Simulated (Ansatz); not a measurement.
`CCOB(O)O`. Total charge 0; spin multiplicity 1. Geometry: relaxed with PBE0-D4/def2-TZVP. It is one conformer, not always the lowest.

```xyz
13

C    -1.457   -0.344    1.476
C    -0.513    0.425    0.588
O     0.147   -0.486   -0.280
B     1.093   -0.048   -1.154
O     1.428    1.275   -1.214
O     1.716   -0.943   -1.983
H    -0.913   -1.076    2.077
H    -1.979    0.337    2.151
H    -2.201   -0.876    0.880
H     0.229    0.966    1.184
H    -1.055    1.167   -0.007
H     2.107    1.441   -1.871
H     1.396   -1.837   -1.846
```

What is the dipole moment at ωB97M-V/def2-TZVPP? (Estimate.)

The calculation gave: 0.39 D, with components (-0.26, -0.16, 0.24) D in this frame, pointing from negative to positive charge.

And with PBE, r2SCAN, B3LYP? (An estimate is asked.)

Ansatz gave: PBE 0.36 D, r2SCAN 0.38 D, B3LYP 0.39 D.

Give the Mulliken charges with ωB97M-V, PBE, B3LYP in def2-TZVPP. (Best estimate.)

Computed: 
```
atom  ωB97M-V    PBE  B3LYP
  C1    -0.30  -0.25  -0.24
  C2     0.00   0.04   0.07
  O3    -0.36  -0.30  -0.36
  B4     0.41   0.29   0.39
  O5    -0.31  -0.29  -0.32
  O6    -0.32  -0.29  -0.33
  H7     0.10   0.08   0.08
  H8     0.09   0.08   0.07
  H9     0.10   0.08   0.08
 H10     0.10   0.08   0.08
 H11     0.10   0.08   0.08
 H12     0.18   0.20   0.20
 H13     0.19   0.20   0.20
```

B3LYP here is the variant with VWN-RPA as its local correlation; programs differ in this.
